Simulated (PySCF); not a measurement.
Rows and methods have been separated. Pair them.

C2H5NO3Si.
SMILES with atom numbers: `[CH3:1][O:2][Si:3]([OH:4])([OH:5])[C:6]#[N:7]` (hydrogens: H8, H9, H10 on C1; H11 on O4; H12 on O5)

The closed-shell ground state was solved 5 times with PySCF (density fitting, gas phase), always in the pcSseg-1 basis (151 functions), with these functionals: BHandHLYP, HF, PBE, PBE0 and wB97X-D. One conformer (not necessarily the lowest) at the PBE0-D3(BJ)/def2-SVP geometry, without solvent, vibrations or thermal averaging.

```
row  total energy (Eh)  HOMO (eV)  LUMO (eV)  dipole (D)
  P          -649.0960     -10.97       1.49        1.86
  Q          -648.6777      -7.37      -1.29        1.98
  R          -646.7013     -12.99       3.45        1.78
  S          -648.7017      -9.02      -0.32        1.88
  T          -649.0328     -10.57       0.76        1.82
```

Task: Which functional belongs to which row?

Result: P = wB97X-D, Q = PBE, R = HF, S = PBE0, T = BHandHLYP. By rising HOMO–LUMO gap: PBE (GGA) 6.08 eV; PBE0 (global hybrid, 25 % exact exchange) 8.70 eV; BHandHLYP (global hybrid, 50 % exact exchange) 11.33 eV; wB97X-D (range-separated hybrid) 12.46 eV; HF (all exact exchange) 16.44 eV. Total energies of different functionals aren't bounds to one another; each is stationary for its own functional.

Conformer computed: `[CH3:1][O:2][Si:3]([OH:4])([OH:5])[C:6]#[N:7]`: C1–O2–Si3–O4 -65°, H–O4–Si3–O2 -176°, H–O5–Si3–O2 -51°.

The pairwise dispersion term of wB97X-D wasn't added to the energies; at a given geometry it leaves orbitals and properties as they are.
